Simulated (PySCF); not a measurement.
BFH₄N₂, SMILES NB(F)N.

Geometry: B3LYP-D3(BJ)/def2-SVP. One conformer was computed; it need not be the lowest.

Computed with TDA-LC-ωPBE/def2-SVPD (PySCF 2.14.0).

Vertical excitations.  State labels are in the subgroup C2v.

**Question.** Estimate the UV-visible absorptions. (An estimate is asked for; the answer gives what the named calculation found.)

**Answer.** 
| state | symmetry | energy (eV) | λ (nm) | f | main pairs |
|---|---|---|---|---|---|
| S1 | A2 | 6.91 | 179 | 0.000 | HOMO→LUMO 88 % |
| S2 | B1 | 7.91 | 157 | 0.095 | HOMO→LUMO+1 55 %, HOMO−1→LUMO 39 % |
| S3 | A2 | 8.60 | 144 | 0.000 | HOMO→LUMO+2 66 %, HOMO→LUMO+3 18 % |
| S4 | B2 | 9.20 | 135 | 0.382 | HOMO→LUMO+6 94 % |
| S5 | A2 | 9.21 | 135 | 0.000 | HOMO→LUMO+3 56 %, HOMO→LUMO+2 16 %, HOMO→LUMO+5 10 %, HOMO−1→LUMO+1 9 % |
| S6 | B1 | 9.25 | 134 | 0.002 | HOMO→LUMO+4 32 %, HOMO−1→LUMO 17 %, HOMO→LUMO+1 17 %, HOMO−1→LUMO+2 15 % |
| S7 | B1 | 9.45 | 131 | 0.004 | HOMO−1→LUMO 37 %, HOMO→LUMO+4 30 %, HOMO→LUMO+1 18 %, HOMO−1→LUMO+2 8 % |
| S8 | A2 | 10.30 | 120 | 0.000 | HOMO→LUMO+8 47 %, HOMO−1→LUMO+1 33 %, HOMO−1→LUMO+4 9 % |
| S9 | A2 | 10.47 | 118 | 0.000 | HOMO→LUMO+5 60 %, HOMO→LUMO+13 14 % |
| S10 | B2 | 10.62 | 117 | 0.076 | HOMO−2→LUMO 87 % |
| T1 | A2 | 6.59 | 188 | 0 | HOMO→LUMO 83 % |
| T2 | B1 | 7.44 | 167 | 0 | HOMO→LUMO+1 52 %, HOMO−1→LUMO 38 % |
| T3 | B2 | 7.80 | 159 | 0 | HOMO→LUMO+6 91 % |
| T4 | A2 | 8.38 | 148 | 0 | HOMO→LUMO+2 59 %, HOMO→LUMO+3 22 % |
Triplets are in the Tamm–Dancoff approximation.
